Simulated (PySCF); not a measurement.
Isomers of C7H14Si, from PBE0-D3(BJ)/def2-SVP geometry optimisation, gas phase (PySCF 2.14.0). One conformer each, no zero-point energy, no frequencies.

Question: Which isomer lies lower at this level?
A. `[CH3:1][CH:2]([CH3:3])[C@@H:4]1[CH:5]=[CH:6][CH2:7][SiH2:8]1` with C1–C2–C4–C5 -175°: A = 2728, B = 1273, C = 1085 MHz, dipole 0.46 D
B. `[CH3:1][CH:2]([CH3:3])[SiH:4]1[CH2:5][CH:6]=[CH:7][CH2:8]1` with C1–C2–Si4–C5 -171°: A = 3127, B = 1123, C = 909.1 MHz, dipole 0.60 D

Answer: B. That is `CC(C)[SiH]1CC=CC1`, 5.4 kcal/mol below the other.

| SMILES | mapped SMILES | E (Eh) | relative (kcal/mol) | relative (kJ/mol) | dipole (D) |
| --- | --- | --- | --- | --- | --- |
| CC(C)[SiH]1CC=CC1 | [CH3:1][CH:2]([CH3:3])[SiH:4]1[CH2:5][CH:6]=[CH:7][CH2:8]1 | -563.93769 | 0.0 | 0.0 | 0.60 |
| CC(C)[C@@H]1C=CC[SiH2]1 | [CH3:1][CH:2]([CH3:3])[C@@H:4]1[CH:5]=[CH:6][CH2:7][SiH2:8]1 | -563.92909 | 5.4 | 22.6 | 0.46 |
